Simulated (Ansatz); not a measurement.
Gas-phase electronic energies from Ansatz, PBE0-D4/def2-TZVP geometries. CCSD(T)/CBS adds triple-zeta CCSD(T) − MP2 to the extrapolated MP2 energy (def2 sets, frozen cores). This one scheme is used for every species. One conformer a species, not always the lowest.

Reaction (substitution at a C–O bond): `CO[Si]1(F)CO1` + `NB(F)S` → `CNB(F)S` + `O[Si]1(F)CO1`

```tsv
species	MP2/CBS(def2) energy (Eh)
`CO[Si]1(F)CO1`	-618.35031
`NB(F)S`	-578.95018
`CNB(F)S`	-618.17977
`O[Si]1(F)CO1`	-579.13196
```

Problem. Work out ΔE.

Solution. ΔE = (-618.17977) + (-579.13196) − (-618.35031) − (-578.95018) = -0.01124 Eh = -7.1 kcal/mol. CCSD(T)/CBS gives -6.3 kcal/mol.

Largest T1 diagnostic among the species: 0.013.

In def2-TZVPP, CCSD(T) changes the Hartree–Fock value by −2.3 kcal/mol (the triples alone add −0.2 kcal/mol) and MP2 by −3.0 kcal/mol.
